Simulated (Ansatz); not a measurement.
`[F][GaH][SeH]` + `[Cl][GeH2][Cl]` → `[Cl][GeH]([Cl])[SeH]` + `[F][GaH2]`  (formal exchange of groups at the Se–Ga bond)

Program: Ansatz. Geometries: PBE0-D4/def2-TZVP. ΔE: electronic, gas phase. CCSD(T)/CBS adds triple-zeta CCSD(T) − MP2 to the extrapolated MP2 energy (def2 sets, frozen cores). Functionals use def2-TZVPP. B3LYP here is the variant with VWN-RPA as its local correlation; programs differ in this. For Ga, Ge, Se outer-core shells are correlated without core-valence functions, which leaves a few kJ/mol of doubt a bond. Scalar relativity is left out up to krypton. Each species was taken in one conformer, which may not be the lowest.

`[F][GaH][SeH]`:

Z-matrix (Å, degrees):
```
Ga
F 1 1.754
Se 1 2.307 2 112.0
H 1 1.550 2 118.1 3 -180.0
H 3 1.470 1 91.4 2 179.9
```

`[Cl][GeH2][Cl]`:

Cartesian coordinates in Å:
```
Cl 1.361 1.383 -0.633
Ge -0.110 -0.081 -0.112
Cl -0.024 -0.392 2.003
H -1.488 0.484 -0.455
H 0.261 -1.394 -0.802
```

`[Cl][GeH]([Cl])[SeH]`:

Cartesian coordinates in Å:
```
Cl 1.942 0.794 0.672
Ge 0.180 0.296 -0.440
Cl -1.264 1.803 0.041
Se -0.599 -1.825 0.128
H 0.495 0.362 -1.935
H -0.754 -1.430 1.534
```

`[F][GaH2]`:

```xyz
4

F    -1.046   -0.937   -0.833
Ga    0.081    0.072    0.064
H     1.022   -0.726    1.010
H    -0.056    1.591   -0.242
```

```tsv
level	ΔE (kJ/mol)
r2SCAN-D4	49.2
B3LYP	51.2
```

**Question.** What does CCSD(T)/CBS give? (Best estimate.)

**Answer.** The calculation gave: +50.5 kJ/mol. The listed levels differ from it by -1.3, 0.7 kJ/mol.

**Question.** What do rigid-rotor, harmonic-oscillator terms from PBE0-D4/def2-TZVP frequencies (298.15 K, 1 bar) make of the CCSD(T)/CBS value? (Estimate.)

**Answer.** The calculation gave: ΔZPE = -4.6 kJ/mol, ΔH = +47.8 kJ/mol, ΔS = 3 J/(mol·K), ΔG = +47.0 kJ/mol.

Largest T1 diagnostic among the species: 0.014.

At CCSD(T), def2-SVP lies +3.5 kJ/mol from the extrapolated value and def2-TZVPP −0.3 kJ/mol. In def2-TZVPP, CCSD(T) changes the Hartree–Fock value by −7.7 kJ/mol (the triples alone add −1.5 kJ/mol) and MP2 by −10.6 kJ/mol. Leaving LDA and LC-ωPBE aside and taking each functional with its dispersion term where it has one, the values, not all of them listed here, spread over 8.7 kJ/mol, from revPBE-D4 to r2SCAN0-D4.
